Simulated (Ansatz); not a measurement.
Consider the isomerisation: `C=C(F)[SiH](O)F` → `OC1[SiH2]C1(F)F`.

Gas-phase electronic energies from Ansatz, PBE0-D4/def2-TZVP geometries. CCSD(T)/CBS adds triple-zeta CCSD(T) − MP2 to the extrapolated MP2 energy (def2 sets, frozen cores). Functionals use def2-TZVPP. B3LYP here is the variant with VWN-RPA as its local correlation; programs differ in this. Each species was taken in one conformer, which may not be the lowest.

`C=C(F)[SiH](O)F`:

Z-matrix (Å, degrees):
```
Si
O 1 1.627
C 1 1.871 2 110.2
F 1 1.593 2 111.4 3 -118.0
H 1 1.473 2 107.0 3 123.8
H 2 0.959 1 118.9 3 60.4
F 3 1.352 1 114.9 2 -168.1
C 3 1.324 1 125.7 2 13.1
H 8 1.084 3 121.8 1 179.0
H 8 1.082 3 119.5 1 -0.2
```

`OC1[SiH2]C1(F)F`:

Cartesian coordinates in Å:
```
O -0.359 1.894 -0.224
C -0.134 0.574 -0.574
Si 1.163 -0.696 0.020
C -0.702 -0.565 0.242
F -1.091 -0.140 1.479
F -1.691 -1.311 -0.283
H -0.564 1.923 0.717
H -0.323 0.411 -1.636
H 1.750 -1.595 -0.996
H 1.950 -0.495 1.256
```

| level | ΔE (kcal/mol) | difference from CCSD(T)/CBS |
| --- | --- | --- |
| PBE-D4 | 101.7 | -13.9 |
| r2SCAN-D4 | 109.4 | -6.2 |
| PBE0-D4 | 105.3 | -10.3 |
| B3LYP-D4 | 113.0 | -2.6 |
| ωB97X-V | 108.5 | -7.1 |
| ωB97M-V | 111.2 | -4.4 |
| B2PLYP | 115.4 | -0.2 |
| PBE | 101.7 | -13.9 |
| r2SCAN | 109.4 | -6.2 |
| PBE0 | 105.3 | -10.3 |
| B3LYP | 113.0 | -2.6 |
| HF/def2-TZVPP | 123.9 | 8.3 |
| MP2/def2-TZVPP | 117.4 | 1.8 |
| SCS-MP2/def2-TZVPP | 117.9 | 2.3 |
| CCSD/def2-TZVPP | 115.9 | 0.3 |
| CCSD(T)/def2-TZVPP | 114.5 | -1.1 |
| HF/def2-QZVPP | 124.7 | 9.1 |
| MP2/def2-QZVPP | 118.3 | 2.7 |
| SCS-MP2/def2-QZVPP | 119.0 | 3.4 |
| HF/CBS(def2) | 124.8 | 9.2 |
| MP2/CBS(def2) | 118.5 | 2.9 |
| CCSD/CBS(def2) | 117.1 | 1.5 |
| CCSD(T)/CBS | 115.6 | 0 |

Largest T1 diagnostic among the species: 0.013.

From PBE to PBE0 (25 % exact exchange), in def2-TZVPP and without D4, ΔE moves by +3.6 kcal/mol. In def2-TZVPP, CCSD(T) changes the Hartree–Fock value by −9.4 kcal/mol (the triples alone add −1.4 kcal/mol) and MP2 by −6.5 kcal/mol.
